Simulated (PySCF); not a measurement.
Question: Write Cartesian coordinates for `C[Si@H](O)[SiH2]N` as optimised with PBE0-D3(BJ)/def2-SVP.

Answer: 
```xyz
14
CH9NOSi2 angstrom
C      1.9763   -0.2494    0.3992
Si     0.6141    0.2726   -0.7830
O      0.1123    1.8540   -0.4803
Si    -1.3718   -0.8872   -0.3554
N     -1.9386   -0.0442    1.0570
H      2.2834   -1.2875    0.1918
H      2.8688    0.3908    0.3118
H      1.6120   -0.2015    1.4370
H      1.1282    0.1503   -2.1889
H      0.7820    2.5405   -0.5516
H     -1.1366   -2.3273   -0.0152
H     -2.2878   -0.8926   -1.5507
H     -2.8160   -0.3010    1.4967
H     -1.8336    0.9664    1.0246
```

Orientation and origin are arbitrary. Atoms count from 1 in this order. Of the pairs four or more bonds apart, O3···H14 is among the closest relative to their van der Waals radii: 2.62 Å, 96 % of the sum of Bondi's values. Si4 (SiH2 silicon) is distorted tetrahedral (angles from 100.6° to 116.6°). Si2 (oxygen-bound silicon) is distorted tetrahedral (angles from 100.3° to 114.9°). O3 (silanol oxygen) is bent (angle 116.7°).

Bonds between heavy atoms (Å): C1–Si2 1.878, Si2–O3 1.686, Si2–Si4 2.339, Si4–N5 1.740.

Theory: PBE0-D3(BJ)/def2-SVP geometry optimisation, gas phase in PySCF.

Point group: C1 (no symmetry element, even within 0.4 Å). No PBE0-D3(BJ)/def2-SVP frequencies stand behind this structure, so it isn't proved a minimum. One conformer, not necessarily the lowest (C1–Si2–O3–H 59°, C1–Si2–Si4–N5 77°, Si2–Si4–N5–H 179° and 42°).
